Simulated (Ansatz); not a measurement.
Ansatz results at the PBE0-D4/def2-TZVP geometry: LUMO energy (PBE/def2-TZVPP) -0.90 eV; HOMO–LUMO gap (PBE/def2-TZVPP) 6.87 eV; LUMO energy (B3LYP/def2-TZVPP) -0.19 eV.

Each molecule was computed in one conformer, which needn't be the lowest.

(1) Which molecule gave them?
A. `F[Si](F)(F)O[Si](Cl)(Cl)Cl`
B. `C=CCO`
C. `OB(O)O[Si](Cl)(Cl)Cl`
D. `C=CO[SiH2]C`

## Answers

(1) C. The others give `C=CO[SiH2]C`: -0.55, 5.18, 0.16; `C=CCO`: -1.12, 5.12, -0.34; `F[Si](F)(F)O[Si](Cl)(Cl)Cl`: -1.34, 6.84, -0.58.

B3LYP here is the variant with VWN-RPA as its local correlation; programs differ in this.
